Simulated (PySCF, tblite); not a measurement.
Compound: C7H15NSi.
Geometry (GFN2-xTB, Å), atoms numbered from 1 in this order:
```xyz
24
C7H15NSi angstrom
C      0.534   -2.053   -0.347
C      0.636   -0.556   -0.393
C     -0.586    0.151   -0.917
N     -1.747   -0.121   -0.080
C     -1.599    0.469    1.233
C     -2.974    0.311   -0.712
C      1.708    0.108   -0.004
C      3.074   -0.198    0.552
Si     2.675    1.647    0.333
H      0.528   -2.458   -1.359
H      1.372   -2.481    0.197
H     -0.401   -2.335    0.133
H     -0.810   -0.226   -1.920
H     -0.379    1.235   -0.992
H     -2.439    0.165    1.857
H     -0.676    0.109    1.684
H     -1.564    1.570    1.200
H     -3.087   -0.201   -1.668
H     -3.005    1.398   -0.891
H     -3.815    0.041   -0.074
H      3.758   -0.698   -0.123
H      3.101   -0.652    1.536
H      3.305    2.366   -0.762
H      2.379    2.427    1.524
```

Level of theory: PBE0/pcSseg-1 in PySCF (dipole) on a GFN2-xTB geometry, gas phase.

Take the most abundant isotopes and a rigid rotor. The values belong to one conformer with, in the numbering `[CH3:1]/[C:2]([CH2:3][N:4]([CH3:5])[CH3:6])=[C:7]1\[CH2:8][SiH2:9]1`, C1–C2–C3–N4 61°, C2–C3–N4–C5 67°.

Problem. What are A, B and C (GHz)?

Solution. Ia = 217.32, Ib = 676.86, Ic = 782.05 u·Å²; 505379 MHz·u·Å²/I gives 2325, 746.7 and 646.2 MHz, that is A = 2.3255, B = 0.7467, C = 0.6462 GHz.

Problem. Classify the top.

Solution. An asymmetric top. Ray's parameter κ = (2B − A − C)/(A − C) = -0.880; −1 is the prolate and +1 the oblate limit.

Problem. Is it planar, by Δ = Ic − Ia − Ib?

Solution. Not planar: Δ = Ic − Ia − Ib = -112.14 u·Å². For a rigid frame Δ = −2 Σ m c², so Σ m c² = 56.07 u·Å² lies off the ab plane: 21.46 from hydrogen and 34.61 from heavier atoms. The atom farthest from that plane is 1.99 Å away.

Problem. Predict some low-J microwave lines.

Solution. The dipole components are |μa| = 0.27 D, |μb| = 0.38 D, |μc| = 0.17 D. Intensities carry the squares of the components, which stand as 0.49 : 1.00 : 0.20 (a : b : c). Some lines, for components of 0.1 D or more:

```tsv
type	branch	J(Ka,Kc)	MHz	lower level (cm⁻¹)
a	Q	2(1,1) ← 2(1,2)	301	0.189
b	R	2(0,2) ← 1(1,1)	1202	0.099
a	R	1(0,1) ← 0(0,0)	1393	0.000
c	Q	2(1,2) ← 2(0,2)	1483	0.139
c	Q	1(1,1) ← 1(0,1)	1579	0.046
b	Q	1(1,0) ← 1(0,1)	1679	0.046
b	Q	2(1,1) ← 2(0,2)	1784	0.139
a	R	2(1,2) ← 1(1,1)	2685	0.099
a	R	2(1,1) ← 1(1,0)	2886	0.102
c	R	1(1,0) ← 0(0,0)	3072	0.000
b	R	2(1,2) ← 1(0,1)	4264	0.046
c	R	2(1,1) ← 1(0,1)	4565	0.046
c	Q	2(2,1) ← 2(1,1)	4736	0.199
b	Q	2(2,0) ← 2(1,1)	4741	0.199
b	Q	2(2,1) ← 2(1,2)	5038	0.189
b	R	2(2,1) ← 1(1,0)	7623	0.102
c	R	2(2,1) ← 1(1,1)	7723	0.099
b	R	2(2,0) ← 1(1,1)	7728	0.099
```

Its GFN2-xTB frequencies are all real (lowest 41 cm⁻¹). Zero-point vibration and centrifugal distortion are left out. A rigid rotor knows nothing of internal rotation, which can split or shift real lines. Quadrupole hyperfine structure (14N) is left out.
